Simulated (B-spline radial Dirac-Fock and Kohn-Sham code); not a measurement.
**K-line shifts caused by a second vacancy in Cu⁵⁺**

System: Cu⁵⁺ in the configuration [Ar] 3d6.

Input of the calculation (task.json; shells as n, l, electrons):

```json
{"items": [{
  "Z": 29,
  "q": 5,
  "cfg": [[1, 0, 2], [2, 0, 2], [2, 1, 6], [3, 0, 2], [3, 1, 6], [3, 2, 6]],
  "A": 63,
  "rrms": 3.8823,
  "do": ["binding", "quiet", "double"]
}]}
```

Launch: `python xray_run.py task.json out`

Calculated with a B-spline atomic structure program, using Dirac-Fock ΔSCF + Breit + QED. Each two-hole energy is an average over J within one jj subconfiguration, not an observable level; in light atoms, where LS coupling holds, the j-resolved values are not observed lines, and for a K spectator the Kα1 hypersatellite is nearly forbidden. No correlation.

Lines without a spectator: Kα2 (K-L2) 8024.7 eV, Kα1 (K-L3) 8044.7 eV, Kβ3 (K-M2) 8911.4 eV, Kβ1 (K-M3) 8914.2 eV. Shifts in eV with one spectator hole (a dash: not computed, or left out as unreliable):

```
spectator hole     Kα2    Kα1    Kβ3    Kβ1
    L2 (2p1/2)  +29.31  +35.9      –  +82.0
    L3 (2p3/2)   +33.0  +31.7  +78.8      –
    M2 (3p1/2)       –  +3.03  +7.95  +9.86
    M3 (3p3/2)   +2.73      –  +9.32  +8.84
```

Question: Where does the K-L3 hypersatellite lie, emitted when both K electrons are missing?

Answer: +310.2 eV from the normal line, at 8354.9 eV. Removing both K electrons costs 18615.2 eV, which is 423.5 eV more than twice the K binding energy. In light atoms the observed hypersatellite is the ¹S₀ → ¹P₁ component, which lies below this average, and the triplet component is nearly forbidden.

With n spectator holes in 2p, averaged over the 2p shell (energies in eV):

```csv
n,KαLⁿ,step,hypersatellite KαʰLⁿ
0,8038.0,–,8347.2
1,8071.0,+33.0,8381.5
2,8105.2,+34.2,8416.9
3,8140.5,+35.4,8453.6
4,8177.1,+36.5,8491.4
5,8214.9,+37.8,8530.4
```

Run: 39 s of CPU time on 1 thread of Neoverse-N1 (shared host), peak memory 0.37 GiB.
